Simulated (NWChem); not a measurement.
Molecule: Si$_{2}$H$_{3}$F$_{3}$; SMILES [Si](F)(F)(F)[SiH3]

```xyz
8

F      0.4879     1.4095     1.0160
Si     0.0000     0.0000     0.4162
F      0.9767    -1.1273     1.0160
F     -1.4646    -0.2822     1.0160
Si     0.0000     0.0000    -1.9082
H      1.3880     0.2631    -2.3864
H     -0.9218     1.0705    -2.3864
H     -0.4662    -1.3335    -2.3864
```
Atoms are numbered in this order, from 1.

Results from NWChem. Pople sets run with spherical d functions. Structure relaxed at the PBE0/def2-SVP level. Atomic charges in e: unrestrained fits to the electrostatic potential beside Mulliken populations; buried atoms are poorly determined by the fit.

For level Hartree-Fock/6-31G*:

- Mulliken F1 = -0.52
- ESP Si2 = 1.08
- Mulliken Si2 = 1.61
- Mulliken F3 = -0.52
- Mulliken F4 = -0.52
- Mulliken Si5 = 0.29

### Question
What are these values for level B3LYP/def2-SVP?

### Answer
| Quantity | Value |
|---|---|
| Mulliken F1 | -0.32 |
| ESP Si2 | 0.97 |
| Mulliken Si2 | 0.98 |
| Mulliken F3 | -0.32 |
| Mulliken F4 | -0.32 |
| Mulliken Si5 | 0.15 |
